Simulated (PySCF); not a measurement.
C3H9AlO2 (SMILES C[CH2][Al]([OH])[O]C), singlet, at a GFN2-xTB geometry (such geometries of metal compounds can be far from the true shape), with bond 8-3 at 1.4 times its length; CASSCF(2,2)/STO-3G (PySCF).

The PySCF input:
```python
from pyscf import gto, scf, mcscf
import numpy

mol = gto.M(
    atom='''
Al   -0.172406    0.248664    0.164887
C     1.677419   -0.406035   -0.284706
C     2.801955    0.460600    0.275200
H     1.771589   -0.475693   -1.371832
H     1.785223   -1.431173    0.080121
H     2.747598    0.511491    1.360103
H     2.735290    1.476036   -0.108213
H     4.166854   -0.107429   -0.109375
O    -0.338900    1.613706    1.067619
H    -0.461850    2.395401    1.584914
O    -1.411570   -0.671219   -0.429634
C    -2.459936   -1.444617   -0.925672
H    -2.296227   -2.497746   -0.681237
H    -3.409656   -1.125099   -0.488329
H    -2.520437   -1.340310   -2.012367
''',
    basis='sto-3g',
    charge=0,
    spin=0,
    verbose=4,
)

mf = scf.RHF(mol)
mf.kernel()
mc = mcscf.CASSCF(mf, 2, 2)
mc.kernel()
occ = numpy.linalg.eigvalsh(mc.fcisolver.make_rdm1(mc.ci, mc.ncas, mc.nelecas))[::-1]
ss = mc.fcisolver.spin_square(mc.ci, mc.ncas, mc.nelecas)[0]
print('natural occupations', occ.round(4), ' <S^2>', round(ss, 4))
```

The log (banner, timings and long lists left out):

```
PySCF version 2.14.0

[INPUT] verbose = 4
[INPUT] num. atoms = 15
[INPUT] num. electrons = 56
[INPUT] charge = 0
[INPUT] spin (= nelec alpha-beta = 2S) = 0
[INPUT] symmetry False subgroup None
[INPUT] Mole.unit = angstrom
[INPUT] Symbol           X                Y                Z      unit          X                Y                Z       unit  Magmom
[INPUT]  1 Al    -0.172406000000   0.248664000000   0.164887000000 AA   -0.325800122232   0.469906857039   0.311591271501 Bohr   0.0
[INPUT]  2 C      1.677419000000  -0.406035000000  -0.284706000000 AA    3.169862506142  -0.767294946988  -0.538016366020 Bohr   0.0
[INPUT]  3 C      2.801955000000   0.460600000000   0.275200000000 AA    5.294927563356   0.870407852975   0.520052629480 Bohr   0.0
[INPUT]  4 H      1.771589000000  -0.475693000000  -1.371832000000 AA    3.347818015292  -0.898929489373  -2.592386768914 Bohr   0.0
[INPUT]  5 H      1.785223000000  -1.431173000000   0.080121000000 AA    3.373582541274  -2.704525006872   0.151406746826 Bohr   0.0
[INPUT]  6 H      2.747598000000   0.511491000000   1.360103000000 AA    5.192207720403   0.966577905180   2.570222171199 Bohr   0.0
[INPUT]  7 H      2.735290000000   1.476036000000  -0.108213000000 AA    5.168948971262   2.789303789999  -0.204492933118 Bohr   0.0
[INPUT]  8 H      4.166854000000  -0.107429000000  -0.109375000000 AA    7.874212861048  -0.203011387836  -0.206688794874 Bohr   0.0
[INPUT]  9 O     -0.338900000000   1.613706000000   1.067619000000 AA   -0.640428183615   3.049462385567   2.017507515382 Bohr   0.0
[INPUT] 10 H     -0.461850000000   2.395401000000   1.584914000000 AA   -0.872770010630   4.526651848509   2.995053390989 Bohr   0.0
[INPUT] 11 O     -1.411570000000  -0.671219000000  -0.429634000000 AA   -2.667480705652  -1.268420079604  -0.811890593801 Bohr   0.0
[INPUT] 12 C     -2.459936000000  -1.444617000000  -0.925672000000 AA   -4.648605323958  -2.729930484891  -1.749266561178 Bohr   0.0
[INPUT] 13 H     -2.296227000000  -2.497746000000  -0.681237000000 AA   -4.339240149832  -4.720055868728  -1.287351355920 Bohr   0.0
[INPUT] 14 H     -3.409656000000  -1.125099000000  -0.488329000000 AA   -6.443316018980  -2.126128973022  -0.922808068683 Bohr   0.0
[INPUT] 15 H     -2.520437000000  -1.340310000000  -2.012367000000 AA   -4.762935644220  -2.532818822016  -3.802822492113 Bohr   0.0

nuclear repulsion = 288.665155031588
number of shells = 29
number of NR pGTOs = 129
number of NR cGTOs = 43
basis = sto-3g
ecp = {}

******** <class 'pyscf.scf.hf.RHF'> ********
method = RHF
initial guess = minao
damping factor = 0
level_shift factor = 0
DIIS = <class 'pyscf.scf.diis.CDIIS'>
diis_start_cycle = 1
diis_space = 8
diis_damp = 0
SCF conv_tol = 1e-09
SCF conv_tol_grad = None
SCF max_cycles = 50
direct_scf = True
direct_scf_tol = 1e-13
Set gradient conv threshold to 3.16228e-05
Initial guess from minao.
init E= -504.365447426361
  HOMO = -0.284153688707043  LUMO = 0.0746931933448658  gap/eV = 9.76472
cycle= 1 E= -503.948412099553  delta_E= 0.417  |g|= 0.657  |ddm|= 4.48
  HOMO = -0.130889230031893  LUMO = 0.373720656735591  gap/eV = 13.73113
cycle= 2 E= -504.102906145973  delta_E= -0.154  |g|= 0.163  |ddm|= 1.14
  HOMO = -0.260434289804416  LUMO = 0.368824278872468  gap/eV = 17.12300
cycle= 3 E= -504.112117235889  delta_E= -0.00921  |g|= 0.0327  |ddm|= 0.249
  HOMO = -0.267401948807042  LUMO = 0.363509054922611  gap/eV = 17.16796
cycle= 4 E= -504.112723206043  delta_E= -0.000606  |g|= 0.00645  |ddm|= 0.0757
  HOMO = -0.267936784289123  LUMO = 0.364444512091466  gap/eV = 17.20797
cycle= 5 E= -504.11274521562  delta_E= -2.2e-05  |g|= 0.00138  |ddm|= 0.0142
  HOMO = -0.267792627232136  LUMO = 0.3646121432775  gap/eV = 17.20861
cycle= 6 E= -504.112746399519  delta_E= -1.18e-06  |g|= 0.000308  |ddm|= 0.00325
  HOMO = -0.267873952728183  LUMO = 0.364562868250043  gap/eV = 17.20948
cycle= 7 E= -504.112746462314  delta_E= -6.28e-08  |g|= 4.79e-05  |ddm|= 0.000807
  HOMO = -0.267889751828725  LUMO = 0.364550829760119  gap/eV = 17.20958
cycle= 8 E= -504.112746463788  delta_E= -1.47e-09  |g|= 1.38e-05  |ddm|= 0.000119
  HOMO = -0.267885875020334  LUMO = 0.36455244223846  gap/eV = 17.20952
cycle= 9 E= -504.11274646391  delta_E= -1.23e-10  |g|= 3.48e-06  |ddm|= 3.4e-05
  HOMO = -0.267885915505704  LUMO = 0.364552597356342  gap/eV = 17.20953
Extra cycle  E= -504.112746463919  delta_E= -8.3e-12  |g|= 1.48e-06  |ddm|= 8.35e-06
converged SCF energy = -504.112746463919

******** <class 'pyscf.mcscf.mc1step.CASSCF'> ********
CAS (1e+1e, 2o), ncore = 27, nvir = 14
max_cycle_macro = 50
max_cycle_micro = 4
conv_tol = 1e-07
conv_tol_grad = None
orbital rotation max_stepsize = 0.02
orbital rotation threshold for CI restart = 0.01
augmented hessian ah_max_cycle = 30
augmented hessian ah_conv_tol = 1e-12
augmented hessian ah_linear dependence = 1e-14
augmented hessian ah_level shift = 1e-08
augmented hessian ah_start_tol = 2.5
augmented hessian ah_start_cycle = 3
augmented hessian ah_grad_trust_region = 3
kf_trust_region = 3
kf_interval = 4
ci_response_space = 4
ci_grad_trust_region = 3
with_dep4 0
natorb = False
canonicalization = True
sorting_mo_energy = False
ao2mo_level = 2
internal_rotation = False
******** <class 'pyscf.fci.direct_spin1.FCISolver'> ********
max. cycles = 50
conv_tol = 1e-08
davidson only = False
linear dependence = 1e-12
level shift = 0.001
max iter space = 12
nroots = 1
pspace_size = 400
spin = None
CASCI E = -504.113572353796  S^2 = 0.0000000
Set conv_tol_grad to 0.000316228
macro iter   1 ( 21 JK    4 micro), CASSCF E = -504.116146911240  dE = -2.57455744e-03  S^2 = 0.0000000
               |grad[o]|=0.00315  |grad[c]|=0.00994  |ddm|=0.0411  |maxRot[o]|=0.253
macro iter   2 ( 21 JK    4 micro), CASSCF E = -504.122750946044  dE = -6.60403480e-03  S^2 = 0.0000000
               |grad[o]|=0.00773  |grad[c]|=0.00972  |ddm|=0.0338  |maxRot[o]|=0.312
macro iter   3 ( 21 JK    4 micro), CASSCF E = -504.123714758984  dE = -9.63812940e-04  S^2 = 0.0000000
               |grad[o]|=0.00975  |grad[c]|=0.00693  |ddm|=0.00643  |maxRot[o]|=0.113
macro iter   4 ( 21 JK    4 micro), CASSCF E = -504.123734104265  dE = -1.93452806e-05  S^2 = 0.0000000
               |grad[o]|=0.00765  |grad[c]|=0.00578  |ddm|=0.00433  |maxRot[o]|=0.0352
macro iter   5 ( 21 JK    4 micro), CASSCF E = -504.123688661247  dE =  4.54430174e-05  S^2 = 0.0000000
               |grad[o]|=0.00759  |grad[c]|=0.00614  |ddm|=0.00458  |maxRot[o]|=0.00773
macro iter   6 ( 17 JK    4 micro), CASSCF E = -504.124936917288  dE = -1.24825604e-03  S^2 = 0.0000000
               |grad[o]|=0.00768  |grad[c]|=0.00176  |ddm|=0.00456  |maxRot[o]|=0.0689
macro iter   7 ( 10 JK    3 micro), CASSCF E = -504.125705217797  dE = -7.68300510e-04  S^2 = 0.0000000
               |grad[o]|=0.00581  |grad[c]|=0.00172  |ddm|=0.0033  |maxRot[o]|=0.0602
macro iter   8 ( 21 JK    4 micro), CASSCF E = -504.125680689869  dE =  2.45279282e-05  S^2 = 0.0000000
               |grad[o]|=0.00394  |grad[c]|=0.00254  |ddm|=0.00187  |maxRot[o]|=0.00502
macro iter   9 ( 20 JK    4 micro), CASSCF E = -504.125965865248  dE = -2.85175379e-04  S^2 = 0.0000000
               |grad[o]|=0.00396  |grad[c]|=0.00163  |ddm|=0.00138  |maxRot[o]|=0.0311
macro iter  10 ( 18 JK    4 micro), CASSCF E = -504.126071224344  dE = -1.05359096e-04  S^2 = 0.0000000
               |grad[o]|=0.00289  |grad[c]|=0.00211  |ddm|=0.000977  |maxRot[o]|=0.0155
macro iter  11 ( 21 JK    4 micro), CASSCF E = -504.126064245335  dE =  6.97900873e-06  S^2 = 0.0000000
               |grad[o]|=0.00238  |grad[c]|=0.00238  |ddm|=0.000569  |maxRot[o]|=0.00215
macro iter  12 ( 18 JK    4 micro), CASSCF E = -504.126243137520  dE = -1.78892184e-04  S^2 = 0.0000000
               |grad[o]|=0.00245  |grad[c]|=0.000572  |ddm|=0.000479  |maxRot[o]|=0.037
macro iter  13 (  7 JK    2 micro), CASSCF E = -504.126275910464  dE = -3.27729442e-05  S^2 = 0.0000000
               |grad[o]|=0.00102  |grad[c]|=0.000286  |ddm|=0.000151  |maxRot[o]|=0.0173
macro iter  14 (  6 JK    2 micro), CASSCF E = -504.126279983106  dE = -4.07264196e-06  S^2 = 0.0000000
               |grad[o]|=0.000354  |grad[c]|=5.25e-05  |ddm|=2.89e-05  |maxRot[o]|=0.007
macro iter  15 (  3 JK    1 micro), CASSCF E = -504.126280136300  dE = -1.53194094e-07  S^2 = 0.0000000
               |grad[o]|=7.2e-05  |grad[c]|=1.4e-05  |ddm|=7.74e-06  |maxRot[o]|=0.00162
macro iter  16 (  1 JK    1 micro), CASSCF E = -504.126280136300  dE =  0.00000000e+00  S^2 = 0.0000000
               |grad[o]|=6.82e-06  |grad[c]|=9.48e-07  |ddm|=    0  |maxRot[o]|=    0
1-step CASSCF converged in  16 macro (247 JK  53 micro) steps
CASSCF canonicalization
Density matrix diagonal elements [1.97589796 0.02410204]
CASSCF energy = -504.126280136300
CASCI E = -504.126280136300  E(CI) = -1.32729259213232  S^2 = 0.0000000
natural occupations [1.9762 0.0238]  <S^2> 0.0
```
